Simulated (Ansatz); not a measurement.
BFH$_{2}$SeSi (`FB1[SiH2][Se]1`). Charge 0, multiplicity 1. Geometry: relaxed with PBE0-D4/def2-TZVP.

```xyz
6

F     0.902    1.287    1.840
B     0.424    0.778    0.733
Si   -0.269   -0.707   -0.301
Se    0.040    1.490   -1.011
H    -1.684   -1.147   -0.267
H     0.587   -1.701   -0.993
```

Problem. What is the dipole moment at ωB97M-V/def2-TZVPP? (Estimate.)

Solution. Computed: 1.40 D, with components (-0.39, -1.33, -0.21) D in this frame, pointing from negative to positive charge.

Problem. And with PBE, r2SCAN, B3LYP? (Best estimate.)

Solution. Ansatz gave: PBE 1.08 D, r2SCAN 1.20 D, B3LYP 1.33 D.

Problem. Give the Mulliken charges with ωB97M-V, PBE, B3LYP in def2-TZVPP. (Estimate.)

Solution. The calculation gave: 
```tsv
atom	ωB97M-V	PBE	B3LYP
F1	-0.21	-0.17	-0.21
B2	0.30	0.28	0.35
Si3	0.02	0.02	0.06
Se4	-0.10	-0.06	-0.11
H5	0.00	-0.04	-0.04
H6	0.00	-0.04	-0.04
```

B3LYP here is the variant with VWN-RPA as its local correlation; programs differ in this.
